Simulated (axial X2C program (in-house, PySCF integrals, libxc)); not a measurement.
**Spectroscopic constants of WF⁺**

Computed with an in-house relativistic program for diatomic molecules. Spin-free means the one-electron spin-free X2C Hamiltonian; two-component (2c) means X2C with spin–orbit coupling and atomic mean-field two-electron Coulomb and Gaunt terms, so the difference of the two also holds small scalar two-electron terms. Basis: W dyall-cv3z [13s14p9d7f4g], F dyall-av3z [7s6p3d2f] (cores contracted in-house); Gaussian nuclei, density fitting, unrestricted open shells. Masses: W 183.951 u, F 18.998 u.

State, spin-free: M_S = 2, Λ = 1 (beyond evenly filled blocks: σα, π+α, δ+α, δ-α); electrons by block: σα: 16, σβ: 15, π+α: 9, π+β: 8, π-α: 8, π-β: 8, δ+α: 4, δ+β: 3, δ-α: 4, δ-β: 3, φ+α: 1, φ+β: 1, φ-α: 1, φ-β: 1. Fragments: W+ + F.

State, 2c: Ω = 1 (⟨Sz⟩ = 1.97, ⟨Lz⟩ = -0.97 at PBE0); electrons by block: 1/2: 24, -1/2: 24, 3/2: 11, -3/2: 12, 5/2: 5, -5/2: 4, 7/2: 1, -7/2: 1. Fragments: W+ + F.

```
Hamiltonian    level  Re (Å)  ωe (cm⁻¹)  ωexe (cm⁻¹)  Be (cm⁻¹)  De (eV)  D0 (eV)  k (mdyn/Å)  μ (D)
  spin-free     PBE0   1.779      798.5         3.08     0.3092     5.05     5.01        6.47  -2.99
  spin-free       HF   1.797      780.7         3.03     0.3033     2.65     2.60        6.18  -4.19
  spin-free      MP2   1.796      780.1         2.97     0.3035     5.21     5.16        6.17    n/a
  spin-free     CCSD   1.796      781.8         2.96     0.3033     4.74     4.69         6.2    n/a
  spin-free  CCSD(T)   1.800      776.6         2.94     0.3023     4.95     4.91        6.12    n/a
  spin-free    B3LYP   1.791      783.9         3.03     0.3052     5.22     5.17        6.23  -2.96
         2c     PBE0   1.779      795.9         3.07     0.3092      n/a      n/a        6.43  -2.98
         2c       HF   1.796      778.4            3     0.3033      n/a      n/a        6.15  -4.13
         2c      MP2   1.796      776.5         2.97     0.3034      n/a      n/a        6.12    n/a
         2c     CCSD   1.797      778.0         2.95     0.3032      n/a      n/a        6.14    n/a
         2c  CCSD(T)   1.800      773.0         2.93     0.3022      n/a      n/a        6.06    n/a
```

Correlated methods: 12 electrons correlated (number of frozen shells: W 5 s, 4 p, 2 d, 1 f; F 1 s), 314 virtual spin orbitals or spinors in MP2, 90 natural virtuals in coupled cluster.

Dipoles are positive if F is the positive end and refer to the centre of mass.

The state is a single determinant with fixed occupations, the lowest that a limited PBE0 search found. De is counted from the lowest determinant-based energies of the atoms at the same level, without counterpoise correction. De is not given where an atomic determinant may have missed its ground term or J level, or where the truncated virtual space spoils (T). Density functionals use the spin component along the axis (collinear). Coupled cluster ran in a truncated set of natural virtual spinors; the MP2 energy of the rest was added. (T) has no such correction and the atoms are truncated less, which lowers De at CCSD(T) by a hundredth of an eV or more. The functionals have no current-density term, which raises determinants with orbital currents, atoms included. With several unpaired electrons one determinant need not be a pure state. Open-shell Ω = 0 determinants with evenly filled partner blocks cannot be reached by this program, so the Ω shown need not be the lowest component. With the outer-core shells frozen, correlated bond lengths of heavy atoms tend to come out a few hundredths of an ångström too long.

No reliable constants came from B3LYP (2c): no minimum in range, unconverged points, a curve that is not smooth, a change of character along it, or the two Hamiltonians disagreeing along it.

Rough cost a point (2c) on 1 thread(s) of a shared host, integrals apart: PBE0 1.2 s, HF 1.2 s, CCSD(T) 6 s.

The whole task took 4.5 min on 1 thread of Arm Neoverse V1 (shared host).
